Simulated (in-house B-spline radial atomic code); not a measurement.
Results of a calculation; reference values are marked as such.
**Making a Troullier-Martins p channel for C, r_c = 1.35 bohr**

C, [He] 2s2 2p2, non-relativistic PBE, spherical and spin-unpolarised, from a B-spline radial code for spherical atoms (atomic units). The all-electron 2p level is ε = -0.194353 hartree and its outer maximum at 1.20 bohr.

Inside r_c the pseudo-orbital is u(r) = r^2 exp(p(r)), with p = c0 + c2 r² + c4 r⁴ + … + c12 r¹². The seven coefficients follow from p and its first four derivatives at r_c, from zero curvature of the screened potential at the origin, c4 = −c2²/(2l + 5), and from the norm inside r_c. At r_c the all-electron orbital has P = 0.7021734, P' = -0.08737853, the screened potential V = -1.099919, V' = 1.619489, V'' = -3.183125, and the norm inside is Q = 0.3869283.

(1) What are p, p' and p'' at r_c?

For a trial c2 the five matching conditions are linear in c0, c6, c8, c10 and c12, and c2 is varied until the norm inside r_c equals Q. The root nearest zero gives:

```json
{"n": "0", "c_n": "0.9320222"}
{"n": "2", "c_n": "-1.490475"}
{"n": "4", "c_n": "-0.3173594"}
{"n": "6", "c_n": "1.009519"}
{"n": "8", "c_n": "-0.6668422"}
{"n": "10", "c_n": "0.1963585"}
{"n": "12", "c_n": "-0.0223117"}
```

(2) Check c4 and p(r_c), and find the screened pseudopotential at the origin.

Orbitals and screened potentials:

```tsv
r (bohr)	P	u	V all-electron	V pseudo
0.135	0.07822	0.04504	-35.34	-7.637
0.338	0.2952	0.244	-10.58	-7.307
0.54	0.4823	0.4765	-5.24	-5.991
0.743	0.6096	0.6286	-3.129	-3.831
0.945	0.6813	0.6906	-2.129	-2.034
1.148	0.7078	0.7085	-1.504	-1.348
1.35	0.7022	0.7022	-1.1	-1.1
```

Logarithmic derivatives P'/P at R = 1.65 bohr, for energies E around ε:

| E − ε (hartree) | all-electron | pseudo |
| --- | --- | --- |
| -0.5 | 0.584273 | 0.585987 |
| -0.25 | 0.214556 | 0.215238 |
| -0.1 | -0.0668844 | -0.0667408 |
| 0 | -0.291592 | -0.291602 |
| 0.1 | -0.557449 | -0.557211 |
| 0.25 | -1.06953 | -1.06713 |
| 0.5 | -2.53263 | -2.50806 |

(3) With P(R) = 0.6581815 and a norm of 0.5268315 inside R, what slope in energy does norm conservation fix?

Answers

(1) p = ln(P/r_c^2) = ln(0.7021734/1.8225) = -0.95378. p' = P'/P − 2/r_c = -0.12444 − 1.48148 = -1.60592. The radial equation gives p'' = 2(V − ε) − 2(2) p'/r_c − p'² = -1.81113 − (-4.75829) − 2.57899 = 0.36817. Differentiating, p''' = 2V' + 2(2)p'/r_c² − 2(2)p''/r_c − 2p'p'' = -0.19405, and p'''' = 2V'' − 4(2)p'/r_c³ + 4(2)p''/r_c² − 2(2)p'''/r_c − 2p''² − 2p'p''' = 0.15218.

(2) −c2²/7 = -0.317359, as listed. The terms c_n r_c^n are 0.93202, -2.71639, -1.05411, 6.11107, -7.35687, 3.94809, -0.81759, which sum to -0.95378. Inverting the radial equation, V_l(r) = ε + 2 p'/r + (p'' + p'²)/2, so V_l(0) = ε + (2l + 3) c2 = -0.194353 + 5 × (-1.49047) = -7.6467 hartree, finite where the all-electron potential diverges.

(3) d(P'/P)/dE = −2 × (norm inside R)/P(R)² = -2.4323 per hartree·bohr at E = ε, for both atoms, since orbital and norm agree at R. Differences over ±0.1 hartree give -2.4528 (all-electron) and -2.4524 (pseudo), which also hold third-order terms. Half a hartree below ε the two curves differ by +0.0017.
